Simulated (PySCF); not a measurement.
Ar¹³⁺ (argon, charge +13) across methods

[He] 2s2 2p1, 2P determinant. Calculation: PySCF 2.14, in an uncontracted even-tempered set (18 s from 1.6 bohr⁻², ratio 2.2; 11 p from 2 bohr⁻², ratio 2.2; 6 d from 10 bohr⁻², ratio 2.4; 5 f from 15 bohr⁻², ratio 2.4; 5 g from 22 bohr⁻², ratio 2.4); no relativity, point nucleus.

```json
{"method": "PBE", "E (hartree)": "-405.2285", "mean ε 2s α (eV)": "-760.10", "mean ε 2s β (eV)": "-753.29", "mean ε 2p α (eV)": "-720.70", "Σ⟨r²⟩ (bohr²)": "0.4657", "⟨S²⟩": "0.750"}
{"method": "r2SCAN0", "E (hartree)": "-405.3266", "mean ε 2s α (eV)": "-769.58", "mean ε 2s β (eV)": "-760.35", "mean ε 2p α (eV)": "-731.97", "Σ⟨r²⟩ (bohr²)": "0.4654", "⟨S²⟩": "0.750"}
{"method": "PBE0", "E (hartree)": "-405.2593", "mean ε 2s α (eV)": "-767.77", "mean ε 2s β (eV)": "-759.38", "mean ε 2p α (eV)": "-729.21", "Σ⟨r²⟩ (bohr²)": "0.4656", "⟨S²⟩": "0.750"}
{"method": "r2SCAN", "E (hartree)": "-405.3138", "mean ε 2s α (eV)": "-762.63", "mean ε 2s β (eV)": "-754.70", "mean ε 2p α (eV)": "-724.38", "Σ⟨r²⟩ (bohr²)": "0.4654", "⟨S²⟩": "0.750"}
{"method": "PBEsol", "E (hartree)": "-404.6152", "mean ε 2s α (eV)": "-759.30", "mean ε 2s β (eV)": "-752.30", "mean ε 2p α (eV)": "-719.49", "Σ⟨r²⟩ (bohr²)": "0.4661", "⟨S²⟩": "0.750"}
{"method": "UHF", "E (hartree)": "-405.21657", "mean ε 2s α (eV)": "-789.63", "mean ε 2s β (eV)": "-776.01", "mean ε 2p α (eV)": "-754.05", "Σ⟨r²⟩ (bohr²)": "0.4656", "⟨S²⟩": "0.750"}
```

(1) Estimate the same row for LDA.

Results:

(1) E (hartree) = -403.8305; mean ε 2s α (eV) = -758.67; mean ε 2s β (eV) = -751.61; mean ε 2p α (eV) = -718.67; Σ⟨r²⟩ (bohr²) = 0.4669; ⟨S²⟩ = 0.750.
